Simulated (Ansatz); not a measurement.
Stepwise reaction of `NB(Br)Br` with hydrogen chloride, as a gas-phase model of exchange steps in deposition or etching. ΔE in kJ/mol; ΔG adds harmonic PBE0-D4 terms to CCSD(T)/CBS, at 1 bar.

Gas-phase electronic energies from Ansatz, PBE0-D4/def2-TZVP geometries. CBS: MP2 limit from def2 TZ/QZ plus the TZ coupled-cluster correction, frozen cores. This one scheme is used for every species. Functionals use def2-TZVPP. B3LYP here is the variant with VWN-RPA as its local correlation; programs differ in this. For Br outer-core shells are correlated without core-valence functions, which leaves a few kJ/mol of doubt a bond. Scalar relativity is left out up to krypton. Each species was taken in one conformer, which may not be the lowest.

```csv
step,reaction,PBE-D4,B3LYP-D4,ωB97M-V,CCSD(T)/CBS,ΔG(400 K)
2,`NB(Cl)Br` + HCl → `NB(Cl)Cl` + HBr,-9.2,-10.3,-10.1,-5.8,-4.6
```

Q: Give the row of step 1, `NB(Br)Br` + HCl → `NB(Cl)Br` + HBr. (An estimate is asked.)

A: Computed: 
```json
{"step": "1", "reaction": "`NB(Br)Br` + HCl → `NB(Cl)Br` + HBr", "PBE-D4": "-9.2", "B3LYP-D4": "-10.2", "ωB97M-V": "-10.0", "CCSD(T)/CBS": "-5.5", "ΔG(400 K)": "-9.0"}
```

Q: By hand: ΔE of the 2 steps together at CCSD(T)/CBS.

A: (-5.5) + (-5.8) = -11.3 kJ/mol, or -5.7 kJ/mol a step.

In ΔE the steps differ by no more than 0.3 kJ/mol. All are downhill at CCSD(T)/CBS. ΔG lies between -9.0 and -4.6 kJ/mol a step. PBE-D4 differs from CCSD(T)/CBS by -3.7 to -3.4 kJ/mol a step. Isolated molecules leave out the surface, adducts and barriers. Largest T1 diagnostic: 0.010.
